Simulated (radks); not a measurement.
These are the eigenvalues of the occupied orbitals of an atom or ion with whole-number occupations (hartree). Method: scalar-relativistic Kohn-Sham, PBE, spin-polarised, spherical densities, finite nucleus; Fermi nuclear charge, rms radius of each element as measured or else 0.836 A^(1/3) + 0.57 fm; computed with a radial shooting solver on a logarithmic mesh with Libxc functionals.

1s up: -1369.474
1s down: -1369.474
2s up: -216.7338
2s down: -216.7337
2p up: -194.3902
2p down: -194.3901
3s up: -46.00251
3s down: -46.00241
3p up: -38.83830
3p down: -38.83820
3d up: -28.43124
3d down: -28.43115
4s up: -9.28208
4s down: -9.28188
4p up: -6.97106
4p down: -6.97084
4d up: -3.61487
4d down: -3.61457
5s up: -1.55214
5s down: -1.55116
5p up: -0.99951
5p down: -0.99810
7s up: -0.15179

Which element is it, and in what charge state? The configuration may be excited. Open shells, if any, are filled with parallel spins first.

Answer. Z = 56, barium, charge +1: Ba+ in [Xe] 7s1. The list shows which subshells hold electrons but not how many an open one holds; the 1s level, -1369.5 hartree, gives Z - s = 52.3 by -(Z - s)^2/2, which with screening and relativity narrows Z to a few neighbours, and the depths of the outer levels then fix element, charge and occupations together.
